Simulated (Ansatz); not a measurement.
`C[O][Zn][F]` and `C[O][Mg][F]` differ in one element.

Ansatz, PBE0-D4/def2-TZVP geometries, multiplicity 1. Each molecule was computed in one conformer, which needn't be the lowest.

Scalar relativity is left out up to krypton.

```csv
property,`C[O][Zn][F]`
HOMO energy (PBE0/def2-TZVPP) / eV,-7.82
HOMO–LUMO gap (PBE0/def2-TZVPP) / eV,6.43
LUMO energy (PBE/def2-TZVPP) / eV,-2.35
HOMO energy (PBE/def2-TZVPP) / eV,-6.30
HOMO–LUMO gap (ωB97M-V/def2-TZVPP) / eV,10.54
HOMO–LUMO gap (B3LYP/def2-TZVPP) / eV,5.85
```

Problem. Give the same properties after the change, and the shifts. (Estimate.)

Solution. Computed: 
```tsv
property	`C[O][Mg][F]`	shift
HOMO energy (PBE0/def2-TZVPP) / eV	-7.40	0.42
HOMO–LUMO gap (PBE0/def2-TZVPP) / eV	6.01	-0.42
LUMO energy (PBE/def2-TZVPP) / eV	-2.16	0.19
HOMO energy (PBE/def2-TZVPP) / eV	-5.90	0.40
HOMO–LUMO gap (ωB97M-V/def2-TZVPP) / eV	9.71	-0.83
HOMO–LUMO gap (B3LYP/def2-TZVPP) / eV	5.45	-0.40
```

B3LYP here is the variant with VWN-RPA as its local correlation; programs differ in this.
